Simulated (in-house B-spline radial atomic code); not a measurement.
Values are calculated unless marked as measured or tabulated.
**C6 from the polarisability at imaginary frequency: Al³⁺**

OLYP linear response of the closed shell [He] 2s2 2p6, from a B-spline radial code for spherical atoms; scalar-relativistic (spin-free one-electron X2C), finite nucleus, no spin-orbit coupling.

The dispersion coefficient of two like species is C6 = (3/π) ∫ α(iu)² du from 0 to ∞.

```csv
u (hartree),α(iu) (bohr³)
0,0.2806
0.24,0.2796
0.56,0.2751
0.96,0.2652
1.6,0.2427
2.4,0.21
3.6,0.1644
5.6,0.1099
8,0.07166
12,0.04014
20,0.01742
40,0.005037
```

(1) Fit one oscillator, α(iu) = α(0)/(1 + u²/ω²), through u = 5.6 and estimate C6.

(2) How does that compare with the full integral?

## Answers

(1) From α(0)/α(iu) − 1 = 0.2806/0.1099 − 1 = 1.5532, ω = u/√1.5532 = 4.4933 hartree (122.3 eV). London's formula gives C6 = (3/4) α(0)² ω = 0.75 × 0.2806² × 4.4933 = 0.2653 hartree·bohr⁶, and the oscillator holds f = α(0) ω² = 5.67 electrons, of a sum of oscillator strengths of 10.0.

(2) The program's quadrature over all excitations gives C6 = 0.2613, so the single oscillator is off by +1.5 %. At the last point the fit gives α = 0.0035 against 0.00504: higher excitations, and deeper shells where there are any, keep the true curve higher at large u.
